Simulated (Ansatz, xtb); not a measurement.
# C5H5FSe: which of two isomers lies lower

Structure I is `FCc1cc[se]c1`, a singlet and structure II is `Cc1cc[se]c1F`, a singlet. Both are isolated molecules in the gas phase, relaxed with r2SCAN-D4/def2-SVP; the shapes shown needn't be the lowest conformers.

I (Å):

```xyz
12

C    -1.2150   -1.2723    1.5784
C    -0.8038   -0.6116    0.2994
C    -0.3439    0.7465    0.2586
C     0.0180    1.1956   -0.9826
C    -0.8102   -1.2405   -0.9223
F    -2.0799   -0.4556    2.2896
Se   -0.1948   -0.1262   -2.2776
H    -1.7140   -2.2365    1.3815
H    -0.3358   -1.4597    2.2229
H    -0.3029    1.3762    1.1513
H     0.3891    2.1851   -1.2514
H    -1.1283   -2.2619   -1.1369
```

II (Å):

```yaml
atoms:
  - { symbol: C, position_ang: [-1.7677, -0.0262, 0.8419] }
  - { symbol: C, position_ang: [-0.6103, -0.7862, 0.2689] }
  - { symbol: C, position_ang: [-0.6536, -1.5604, -0.9413] }
  - { symbol: C, position_ang: [0.5082, -2.1843, -1.3043] }
  - { symbol: C, position_ang: [0.6300, -0.8222, 0.8480] }
  - { symbol: F, position_ang: [0.9748, -0.2033, 1.9741] }
  - { symbol: Se, position_ang: [1.8882, -1.8520, -0.0885] }
  - { symbol: H, position_ang: [-2.6151, -0.6965, 1.0610] }
  - { symbol: H, position_ang: [-2.1295, 0.7402, 0.1369] }
  - { symbol: H, position_ang: [-1.4818, 0.4778, 1.7754] }
  - { symbol: H, position_ang: [-1.5668, -1.6450, -1.5379] }
  - { symbol: H, position_ang: [0.6860, -2.8126, -2.1771] }
```

Quicker runs give these differences E(II) − E(I): GFN2-xTB −2.7 kcal/mol; HF/STO-3G −8.5 kcal/mol (at GFN2-xTB geometries); r2SCAN-D4/def2-SVP//GFN2-xTB −0.8 kcal/mol.

Q: Estimate E(II) − E(I) at the level CCSD(T)/def2-SVP + ΔMP2/def2-TZVPP.

A: Calculated at CCSD(T)/def2-SVP + ΔMP2/def2-TZVPP: E(II) − E(I) = +3.4 kcal/mol, so structure I lies lower.

The same difference at several levels:

```tsv
level	geometry	E(II) − E(I) (kcal/mol)	departure from the last row (kcal/mol)	job, with rough time for the two
GFN2-xTB	GFN2-xTB	−2.7	−6.1	optimisation, 0.2 s
HF/STO-3G	GFN2-xTB	−8.5	−11.9	single point, 0.46 s
r2SCAN-D4/def2-SVP//GFN2-xTB	GFN2-xTB	−0.8	−4.2	single point, 4.1 s
r2SCAN-D4/def2-SVP	r2SCAN-D4/def2-SVP	−0.1	−3.5	optimisation, 71 s
HF/def2-SVP	r2SCAN-D4/def2-SVP	+4.1	+0.7	part of the CCSD(T) run
MP2/def2-SVP	r2SCAN-D4/def2-SVP	+2.1	−1.3	part of the CCSD(T) run
CCSD(T)/def2-SVP	r2SCAN-D4/def2-SVP	+1.8	−1.6	single point
CCSD(T)/def2-SVP + ΔMP2/def2-TZVPP	r2SCAN-D4/def2-SVP	+3.4		single point, 90 s
```

As drawn, both hold the same kinds of bond in the same numbers. Structure I has 0 methyl groups, II 1.

GFN2-xTB, HF/STO-3G, r2SCAN-D4/def2-SVP//GFN2-xTB put the two in the other order. r2SCAN-D4/def2-SVP finds them nearly level. The largest departure from CCSD(T)/def2-SVP + ΔMP2/def2-TZVPP is that of HF/STO-3G, 11.9 kcal/mol. The last row adds to CCSD(T) the change of the MP2 difference between the two basis sets, here +1.6 kcal/mol.

With thermal terms from frequencies at re-optimised GFN2-xTB minima (ideal gas, soft modes damped towards free rotors, one conformer each, 298.15 K, 1 atm): the zero-point term adds 0.0 kcal/mol; ΔH is +3.6 and ΔG +3.4 kcal/mol.

The correlated steps freeze 15 core orbitals; the filled d shell of Se is correlated, in a basis made for valence electrons. Run with Ansatz 0.2.0, xtb 6.7.1; the last row on 4 threads of Arm Neoverse V2 on a shared host.
